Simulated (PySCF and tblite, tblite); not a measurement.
One step of a conformer study of C₅H₁₀O₂, numbered as in [CH3:1][CH:2]1[O:3][CH2:4][CH2:5][CH2:6][O:7]1: GFN2-xTB geometry optimisation, gas phase in tblite; conformer with 6-ring chair (C1 axial).

The 6-ring runs over atoms 2–3–4–5–6–7. Of a mirror pair one member is shown.

Input:

```
{"job": {"xc": "GFN2-xTB", "basis": "xTB", "kind": "relax"}, "charge": 0, "multiplicity": 1}
C      1.935500     0.480700    -0.169500
C      1.036700    -0.543600     0.514400
O      0.373400    -1.400200    -0.396800
C     -0.722000    -0.749700    -1.068100
C     -1.687100    -0.176200    -0.037800
C     -0.931000     0.734100     0.898200
O      0.167800     0.041600     1.481700
H      1.354100     1.196600    -0.763800
H      2.488500     1.066400     0.570800
H      2.627300    -0.009400    -0.842200
H      1.704900    -1.206800     1.091900
H     -0.347200     0.007400    -1.741600
H     -1.235700    -1.507800    -1.660900
H     -2.496200     0.362700    -0.542400
H     -2.123700    -0.988700     0.537600
H     -0.569300     1.636700     0.404100
H     -1.582900     1.068100     1.714600
```

Launched as:

```sh
OMP_NUM_THREADS=1 python ens_run.py task.json out
```

Output (atoms count from 0 there):

```
step      E/eV     max force
  0    -651.46082    0.926
  1    -651.49573    0.315
  2    -651.50501    0.296
  3    -651.51816    0.253
  4    -651.52393    0.203
  5    -651.52797    0.132
  6    -651.52984    0.090
  7    -651.53084    0.067
  8    -651.53134    0.054
  9    -651.53170    0.051
 10    -651.53198    0.042
 11    -651.53220    0.033
 12    -651.53220    0.033
 13    -651.53228    0.025
 14    -651.53240    0.021
 15    -651.53244    0.019
 16    -651.53253    0.025
 17    -651.53258    0.024
 18    -651.53264    0.016
 19    -651.53268    0.013
 20    -651.53270    0.012
 21    -651.53272    0.009
 22    -651.53273    0.007
 23    -651.53273    0.006
 24    -651.53274    0.005
 25    -651.53274    0.004
```
